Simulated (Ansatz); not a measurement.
Consider the redistribution: `O=[CH][GeH2][AlH2]` + `[SiH3][SeH]` → `[AlH2][SeH]` + `O=[CH][GeH2][SiH3]`.

Computed with Ansatz on PBE0-D4/def2-TZVP structures; ΔE is electronic, products minus reactants. CCSD(T)/CBS adds triple-zeta CCSD(T) − MP2 to the extrapolated MP2 energy (def2 sets, frozen cores). Functionals use def2-TZVPP. B3LYP here is the variant with VWN-RPA as its local correlation; programs differ in this. For Ge, Se outer-core shells are correlated without core-valence functions, which leaves a few kJ/mol of doubt a bond. Scalar relativity is left out up to krypton. One conformer a species, not always the lowest.

```json
{"level": "r2SCAN-D4", "ΔE (kcal/mol)": "-13.9", "difference from CCSD(T)/CBS": "-0.2"}
{"level": "B3LYP-D4", "ΔE (kcal/mol)": "-13.5", "difference from CCSD(T)/CBS": "0.2"}
{"level": "ωB97M-V", "ΔE (kcal/mol)": "-13.8", "difference from CCSD(T)/CBS": "-0.1"}
{"level": "r2SCAN", "ΔE (kcal/mol)": "-13.8", "difference from CCSD(T)/CBS": "-0.1"}
{"level": "CCSD/def2-TZVPP", "ΔE (kcal/mol)": "-14.0", "difference from CCSD(T)/CBS": "-0.3"}
{"level": "CCSD(T)/def2-TZVPP", "ΔE (kcal/mol)": "-14.1", "difference from CCSD(T)/CBS": "-0.4"}
{"level": "HF/def2-QZVPP", "ΔE (kcal/mol)": "-13.5", "difference from CCSD(T)/CBS": "0.2"}
{"level": "MP2/def2-QZVPP", "ΔE (kcal/mol)": "-14.0", "difference from CCSD(T)/CBS": "-0.3"}
{"level": "SCS-MP2/def2-QZVPP", "ΔE (kcal/mol)": "-13.7", "difference from CCSD(T)/CBS": "0.0"}
{"level": "HF/CBS(def2)", "ΔE (kcal/mol)": "-13.5", "difference from CCSD(T)/CBS": "0.2"}
{"level": "CCSD(T)/CBS", "ΔE (kcal/mol)": "-13.7", "difference from CCSD(T)/CBS": "0"}
```

Largest T1 diagnostic among the species: 0.015.
